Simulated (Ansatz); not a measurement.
**InCl (SMILES [Cl][In]): the energy, rung by rung**

InCl has 2 atoms, charge 0, and is taken as a singlet. As SMILES, `[Cl][In]`. The shape is that of a PBE0-D4/def2-TZVP optimisation. The run starts from this shape.

```xyz
2

Cl    0.0000    0.0000   -0.0139
In    0.0000    0.0000    2.3996
```

Quantity: the adiabatic ionisation energy (to the doublet cation, no zero-point term), in eV. The values are calculated.

```csv
level,kind,program,value (eV),CPU time (all runs)
SVWN5/def2-TZVP (core potential),LDA,Ansatz,9.69,11 s
PBE-D3(BJ)/def2-TZVP (core potential),GGA,Ansatz,9.43,19 s
r2SCAN/def2-TZVP (core potential),meta-GGA,Ansatz,9.44,39 s
B3LYP-D4/def2-TZVP (core potential),global hybrid,Ansatz,9.58,23 s
wB97X-V/def2-TZVP (core potential),range-separated hybrid,Ansatz,9.47,56 s
```

Spin-orbit coupling is left out. The values span 9.43 to 9.69 eV. The second state's dipole differs much between rows, so they may not all be the same state. Times are those of the runs behind each value, whatever else they computed, on shared processors of several kinds: orders of magnitude only.
